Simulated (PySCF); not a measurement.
**Spinor energies of Zr(2+) (zirconium, charge +2)**

Start: [Kr] 4d2; 4d3/2 filled at m_j = +1/2, +3/2. Calculated with PySCF 2.14 in x2c-TZVPall-2c: generalised Hartree-Fock with the X2C-1e Hamiltonian and a Gaussian nucleus; one run each with spin-orbit coupling (SO) switched off, then screened by Boettger's factors.

| spinor shell | electrons | ε, spin-free (eV) | ε, screened SO (eV) | weight of nominal j (screened SO) | rms radius, screened SO (bohr) |
| --- | --- | --- | --- | --- | --- |
| 1s1/2 | 2 | -18112.5 | -18111.6 | 1.000 | 0.0426 |
| 2s1/2 | 2 | -2594.0 | -2593.7 | 1.000 | 0.176 |
| 2p1/2 | 2 | -2308.6 | -2367.9 | 1.000 | 0.154 |
| 2p3/2 | 4 | -2308.6 | -2280.6 | 1.000 | 0.158 |
| 3s1/2 | 2 | -468.35 | -468.25 | 1.000 | 0.488 |
| 3p1/2 | 2 | -372.70 | -382.54 | 1.000 | 0.489 |
| 3p3/2 | 4 | -372.70 | -367.97 | 1.000 | 0.499 |
| 3d3/2 | 4 | -215.53 | -217.20 | 0.993 | 0.493 |
| 3d5/2 | 6 | -215.53 | -214.29 | 0.995 | 0.497 |
| 4s1/2 | 2 | -82.328 | -82.283 | 1.000 | 1.30 |
| 4p1/2 | 2 | -54.981 | -57.897 | 0.766 | 1.46 |
| 4p3/2 | 4 | -54.981 | -53.504 | 0.883 | 1.47 |
| 4d3/2 | 2 | -22.864 | -22.893 | 0.780 | 2.16 |

| quantity | spin-free | screened SO |
| --- | --- | --- |
| E (hartree) | -3595.36187 | -3595.71166 |
| M_J | 2 | 2 |
| ⟨J²⟩ | 8.007 | 7.428 |
| ⟨L²⟩ | 12.006 | 11.950 |
| ⟨S²⟩ | 2.001 | 1.986 |

The determinant has a definite M_J but mixes levels of different J.

Each row is a mean over spinors that exchange with the open shell spreads, by up to 2.768 eV (4p1/2).

Rows whose weight is well below 1 are mixtures of j = l ± 1/2: exchange outweighs spin-orbit coupling there, and the label is only the starting occupation.

Breit and QED terms are absent; they matter most for the inner s and p1/2 levels.

Densities and radii are taken from the X2C orbitals without a picture-change correction, which distorts them close to the nucleus.

Without spin-orbit coupling the j labels of p, d and f shells carry no meaning; the spin-free column gives the mean over the occupied spinors of each nl shell, and its ⟨J²⟩ belongs to a mixture of degenerate components.
